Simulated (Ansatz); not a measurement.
C2H7BZn, relaxed with RKS PBE0-D4/def2-TZVP in Ansatz 0.2.0 from a PBE-D4/def2-SVP geometry. The force threshold is 0.005 eV/Å; the program also tests the step.

Charge 0, multiplicity 1. The bonds changed during the relaxation, so this is another structure than the one it started from.

Start:

```xyz
11

C     0.333    1.220   -0.472
C     0.644   -0.125    0.188
B    -0.472   -1.254    0.144
Zn   -2.199   -0.356    1.242
H    -0.468    1.756    0.088
H     1.211    1.897   -0.515
H    -0.043    1.084   -1.508
H     1.072    0.019    1.203
H     1.468   -0.630   -0.385
H    -0.389   -2.230    0.883
H    -1.158   -1.381   -0.868
```

```csv
step,energy (eV),largest force (eV/Å),largest move (Å)
1,-51274.3994,0.403,0.000
2,-51274.4475,0.182,0.051
3,-51274.4583,0.055,0.050
4,-51274.4589,0.022,0.019
5,-51274.4590,0.021,0.007
6,-51274.4591,0.004,0.003
```

End:

```xyz
11

C     0.339    1.211   -0.480
C     0.652   -0.122    0.185
B    -0.441   -1.248    0.119
Zn   -2.291   -0.393    1.313
H    -0.434    1.751    0.077
H     1.214    1.863   -0.538
H    -0.040    1.066   -1.495
H     1.049    0.027    1.193
H     1.482   -0.607   -0.365
H    -0.385   -2.204    0.850
H    -1.145   -1.344   -0.858
```

Hardware: 4 threads of an Arm Neoverse V2 on a shared host. Wall time 21 s, peak host memory 0.48 GiB.
